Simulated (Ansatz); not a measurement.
[CuF4]- (CuF₄⁻), relaxed as a singlet with RKS r2SCAN-D4/def2-SVPD in Ansatz, starting from the GFN2-xTB geometry. Force threshold 0.02 eV/Å.

The relaxation made no stability test and no search for a lower SCF solution.

Start:

```xyz
5

Cu    0.000    0.000    0.000
F     1.704   -0.118    0.084
F    -0.050    0.451    1.649
F    -1.704    0.118   -0.084
F     0.050   -0.451   -1.649
```

(1) Estimate the energy that the relaxation releases and the steps that it takes.

(2) Does the start keep its bonding and symmetry?

(3) Predict the relaxed structure.

## Answers

(1) 17.3 kJ/mol, in 4 steps; 7 s on 4 threads of Arm Neoverse V1 on a shared host. No frequencies were taken in this run, so the end may be a saddle point.

(2) By distances, no bond broke or formed. The bond that changes most is Cu1–F4, from 1.71 to 1.77 Å (atoms count from 1). Point group D4h at the start, D4h at the end, both within 0.05 Å.

(3) 
```xyz
5

Cu    0.000    0.000    0.000
F     1.766   -0.122    0.087
F    -0.052    0.468    1.709
F    -1.766    0.122   -0.087
F     0.052   -0.468   -1.709
```
Bond lengths: 4 × Cu–F 1.77 Å.
